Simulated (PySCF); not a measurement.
A structure optimised at B3LYP-D3(BJ)/def2-SVP, used in a PySCF frequency run:

```xyz
9

Si    -1.7501     0.4778    -0.6104
O     -0.1366     0.0629    -0.6260
Si     1.2972    -0.0419     0.1654
F      1.1231    -1.0049     1.4610
H     -2.5508    -0.6257    -0.0129
H     -2.1820     0.7101    -2.0141
H     -1.9485     1.7226     0.1872
H      1.7131     1.2921     0.6653
H      2.2936    -0.6612    -0.7365
```
Charge 0, spin multiplicity 1.

**Question.** Write its SMILES and formula.

**Answer.** F[SiH2]O[SiH3], FH5OSi2

**Question.** What are its rotational constants (standard atomic weights)?

**Answer.** 11.863, 2.1020, 1.8858 GHz
